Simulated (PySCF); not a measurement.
Dipole response of Ir²⁺ (iridium, charge +2)

[Xe] 4f14 5d7, high-spin 4F determinant. Computed with PySCF 2.14 in aug-cc-pwCVTZ-PP with ECP60MDF (8s8p7d4f3g, 122 functions), with scalar relativity through the core potential. Coupled (time-dependent) response in atomic units; α is the mean over directions.

| method | mean α (bohr³) | C₆ (like pair) | S(−4) |
| --- | --- | --- | --- |
| HSE06 | 10.31 | 66.32 | 27.34 |

S(−4) is the Cauchy moment in α(ω) = α(0) + S(−4) ω² + …

Spin-orbit coupling is absent.

α(iu) at HSE06:

```json
{"u (hartree)": "0", "α(iu) (bohr³)": "10.31"}
{"u (hartree)": "0.0500", "α(iu) (bohr³)": "10.24"}
{"u (hartree)": "0.100", "α(iu) (bohr³)": "10.05"}
{"u (hartree)": "0.200", "α(iu) (bohr³)": "9.384"}
{"u (hartree)": "0.300", "α(iu) (bohr³)": "8.554"}
{"u (hartree)": "0.500", "α(iu) (bohr³)": "6.965"}
{"u (hartree)": "0.750", "α(iu) (bohr³)": "5.441"}
{"u (hartree)": "1.00", "α(iu) (bohr³)": "4.344"}
{"u (hartree)": "1.50", "α(iu) (bohr³)": "2.928"}
{"u (hartree)": "2.00", "α(iu) (bohr³)": "2.088"}
{"u (hartree)": "3.00", "α(iu) (bohr³)": "1.195"}
{"u (hartree)": "5.00", "α(iu) (bohr³)": "0.5244"}
```

For an ion, C₆ is the dispersion term alone; charge-induced terms of lower order in 1/R come first.

Energies and moments cover only the electrons outside the core potential. Spin-orbit coupling, absent here, splits the open shell strongly.
